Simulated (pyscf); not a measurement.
# methyltrichlorosilane (H₃C–Si(Cl)(Cl)–Cl), singlet

Gas-phase minimum from PySCF at ωB97X-D3(BJ)/def2-SVP, one conformer. 

```
Si
C 1 1.8458
H 2 1.1007 1 110.05
H 2 1.1007 3 108.89 1 -120.70
H 2 1.1007 3 108.89 4 -118.60
Cl 1 2.0475 2 110.68 3 179.85
Cl 1 2.0475 2 110.68 3 -60.14
Cl 1 2.0475 2 110.68 3 59.86
```
Charge 0, spin multiplicity 1.

Properties at ωB97X-D3(BJ)/def2-SVP:

```json
{
 "harmonic_wavenumbers_unscaled": "155, 155, 163, 216, 216, 232, 466, 610, 610, 779, 819, 819, 1295, 1432, 1432, 3078, 3190, 3190 cm⁻¹",
 "zero_point_energy": "27.0 kcal/mol",
 "rotational_symmetry_number": "3",
 "Entropy of this conformer at 298 K and 1 atm, rigid rotor and harmonic oscillator, modes under 100 cm⁻¹ raised to 100": "349.0 J/(mol K)",
 "dipole_moment": "2.10 D"
}
```

Single-point totals, which compare only within one level:

```tsv
level	total energy (hartree)
ωB97X-D3(BJ)/def2-TZVP	-1710.32282
PBE/def2-TZVP	-1709.48002
r²SCAN/def2-TZVP	-1710.11398
B3LYP-D3(BJ)/def2-TZVP	-1710.33110
PBE0-D3(BJ)/def2-TZVP	-1709.63785
M06-2X/def2-TZVP	-1710.16848
ωB97M-D3(BJ)/def2-TZVP	-1710.45954
```

Soft torsions are taken as harmonic, which can shift the entropy by several J/(mol K).
